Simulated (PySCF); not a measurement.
## Does the structure fit the spectrum?

A compound C$_{6}$H$_{7}$NO gives the data below (simulated from a calculation) and was assigned the structure `O=CNC1=CCC=C1`.

¹³C{¹H} NMR (computed): δ 155.5 (C), 134.7 (CH, 2C), 124.4 (CH), 114.3 (CH, 2C).

¹H NMR (300 MHz, computed): δ 7.53 (m, 2H), 7.04 (t, 1H), 6.91 (d, 2H), 6.39 (br s, 1H), 4.09 (br s, 1H).

[PySCF 2.14.0 with density-fitted response routines: geometry: GFN2-xTB; PBE0/pcSseg-1 with gauge-including orbitals; rapidly exchanging positions averaged; one conformer; non-relativistic; no solvent]

Scale: TMS for ¹H (σref 31.72) and ¹³C (σref 186.93) (reference shieldings calculated alike).

Question: Compare with the shifts computed for the proposed structure, pairing carbons in order of shift.

Answer: Structure with atom numbers: `[O:1]=[CH:2][NH:3][C:4]1=[CH:5][CH2:6][CH:7]=[CH:8]1` (H(Xn): hydrogen on atom n).

```
atom  computed for proposal  given list  difference
  C2                  158.1       155.5        +2.6
  C4                  149.4       134.7       +14.7
  C7                  143.7       134.7        +9.0
  C8                  138.6       124.4       +14.2
  C5                  113.8       114.3        -0.5
  C6                   41.6       114.3       -72.7
```

The rms difference is 31.1 ppm and the largest -72.7 ppm at C6 (allylic sp3 CH2). The proposal also would give 6 carbon signals, not 4. The carbon types in order of shift don't match either: CH, C, CH, CH, CH, CH2 for the proposal against C, CH, CH, CH, CH, CH in the data. The proposal doesn't fit.

Question: Which isomer fits?

Answer: `InChI=1S/C6H7NO/c8-7-6-4-2-1-3-5-6/h1-5,7-8H`.

- Carbon types of the structure: 1 × C, 5 × CH, leaving 2 H on heteroatoms.
- δC 155.5: aromatic carbon bearing nitrogen; an ipso carbon deshielded by its heteroatom.
- δC 134.7, 124.4, 114.3: aromatic CH.
- δH 7.53, 7.04, 6.91: hydrogen on an aromatic CH.
- δH 6.39: hydrogen on a nitrogen bonded to O or N; exchangeable; this is the value without hydrogen bonding to other molecules.

Other isomers checked: CC(=O)c1cc[nH]c1 (rms 38.3 ppm); Cc1cccc[n+]1[O-] (rms 38.3 ppm).

This is the structure that produced the data.

Exchangeable OH/NH protons stand at their gas-phase positions; hydrogen bonding in a real sample shifts them, mostly to higher δ. Shifts are as computed. Against solution values, carbons near 30 ppm lie about +3 ppm off and those near 130 ppm about +5 ppm. Of 1211 compounds with measured shifts, 218 miss one by over three times the rms of a fit or turn the order of signals round; such compounds aren't used in these exercises. No couplings were computed; multiplicities are counted from neighbouring protons, with m where these are inequivalent, close in shift, in a saturated or five-membered ring or joined by F or P, and br s for small geminal =CH2 splittings.
